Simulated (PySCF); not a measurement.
Computed with PBE0 in PySCF with Os def2-SVP with ECP60, S def2-SVP; scalar-relativistic core potentials, no spin–orbit coupling; density-fitted integrals.

```xyz
5
charge 0 multiplicity 1, angstrom
Os   -0.1286   -0.1284    0.0000
S     1.6117    0.9954    0.9415
S     0.9986    1.6097   -0.9415
S    -2.0409    0.2106    0.7332
S     0.2066   -2.0413   -0.7332
```

OsS4 (singlet), along the line from Os1 (at 0) through S2 (at 2.276 Å). Core electrons replaced by a potential are absent, the electrostatic potential uses the reduced nuclear charge, and values within about 0.7 Å of such atoms have no physical meaning.

Q: Tabulate the fields along this line at 0.80, 0.91, 1.02, 1.14, 1.25, 1.37, 1.48, 1.59, 1.71, 1.82, 1.93, 2.05, 2.16, 2.39, 2.50, 2.62, 2.73, 2.84, 2.96, 3.07, 3.19, 3.30, 3.41, 3.53, 3.64 Å.

A: 
```
distance (Å)  electron density (e/Å³)  electron localisation function  electrostatic potential (V)
        0.80                     1.94                           0.451                         40.3
        0.91                      1.2                           0.335                         27.2
        1.02                    0.886                           0.331                         19.8
        1.14                    0.788                            0.45                         16.2
        1.25                     0.82                            0.64                         15.7
        1.37                    0.935                           0.763                         18.4
        1.48                     1.09                           0.765                         25.2
        1.59                     1.24                           0.549                         37.6
        1.71                     1.43                           0.159                         58.8
        1.82                     2.43                          0.0904                         95.2
        1.93                     9.48                           0.584                          165
        2.05                     45.9                           0.864                          342
        2.16                      156                           0.379                         1090
        2.39                      158                           0.386                         1090
        2.50                     46.3                           0.865                          340
        2.62                     9.46                            0.56                          163
        2.73                     2.44                          0.0945                         93.7
        2.84                      1.4                           0.195                           57
        2.96                     1.11                           0.646                         35.3
        3.07                    0.855                           0.869                         22.1
        3.19                    0.611                           0.903                         13.9
        3.30                    0.414                           0.895                         8.85
        3.41                    0.273                           0.864                         5.68
        3.53                    0.179                           0.809                         3.69
        3.64                    0.118                           0.729                         2.42
```

On a grid of 0.11 Å the density has a local minimum along the bond near 1.14 Å from Os, at 0.79 e/Å³, where the ELF is 0.45.

Stability towards spin polarisation was not tested. No spin–orbit coupling is included, which matters more the heavier the element.
